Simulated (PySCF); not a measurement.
## NMR problem set

PySCF 2.14 calculation with σ from GIAO-PBE0/pcSseg-1 and coordinates at the GFN2-xTB level; isolated molecule, relativity neglected, single conformer, one averaged value for each set of equivalent atoms.

References, each an isolated molecule treated in the same way: $^{1}$H and $^{13}$C vs TMS. Splittings of carbon signals by F and P are missing where no couplings were computed. Where no couplings were computed, multiplicities follow the n + 1 count of equivalent neighbours, and m marks all less simple cases (inequivalent or close neighbours, rings, F or P nearby). Shifts are as computed. Against solution values, carbons near 30 ppm lie about +3 ppm off and those near 130 ppm about +5 ppm; carbons on Cl a further +6 ppm. Of 1211 compounds with measured shifts, 218 miss one by over three times the rms of a fit or turn the order of signals round; such compounds aren't used in these exercises. Carbons bonded to Cl come out too deshielded.

(1) C6H8Cl2O2. $^{1}$H NMR (600 MHz, computed): δ 8.12 (s, 1H), 6.30 (s, 1H), 6.08 (t, 1H), 4.97 (d, 2H), 2.00 (s, 3H). $^{13}$C{$^{1}$H} NMR (computed): δ 165.0 (CH), 144.2 (C), 132.1 (CH), 90.9 (CH), 64.8 (CH2), 14.5 (CH3). What is it?

(2) C5H4OP2. $^{1}$H NMR (400 MHz, computed): δ 11.32 (m, 1H), 10.17 (m, 1H), 9.98 (m, 2H). $^{13}$C{$^{1}$H} NMR (computed): δ 203.1 (CH), 198.4 (CH), 165.1 (CH), 138.6 (C). Identify the compound.

Results:

(1) SMILES C/C(=C\COC=O)C(Cl)Cl. The formula gives 2 degrees of unsaturation (no ring in the answer). 6 carbon signals for 6 carbons: no two carbons are equivalent. Carbon types of the structure: 1 × C, 3 × CH, 1 × CH2, 1 × CH3, which accounts for all hydrogens. δC 165.0: ester carbonyl carbon; lone-pair donation from the attached heteroatom keeps it upfield of a ketone carbonyl. δC 144.2: fully substituted alkene carbon; as expected for a trigonal carbon in a double bond. δC 90.9: allylic sp3 CH bonded to 2 Cl; 2 electronegative neighbours deshield it. δC 64.8: allylic sp3 CH2 bonded to O; the inductive effect lowers its shielding.

This is the structure that produced the data.

(2) SMILES O=Cc1cpcpc1. 4 carbon signals for 5 carbons: some carbons are equivalent by symmetry or fast rotation. Carbon types of the structure: 1 × C, 4 × CH, which accounts for all hydrogens. δC 198.4: aldehyde carbonyl carbon; low-lying n→π* states of the double bond to the heteroatom give a large paramagnetic term (-257 ppm). δC 138.6: substituted aromatic carbon. δH 11.32, 9.98: hydrogen on an aromatic CH. δH 10.17: hydrogen on an aldehyde carbonyl carbon; deshielded by the polar, anisotropic C=O bond.

The data come from this structure; uniqueness wasn't tested.
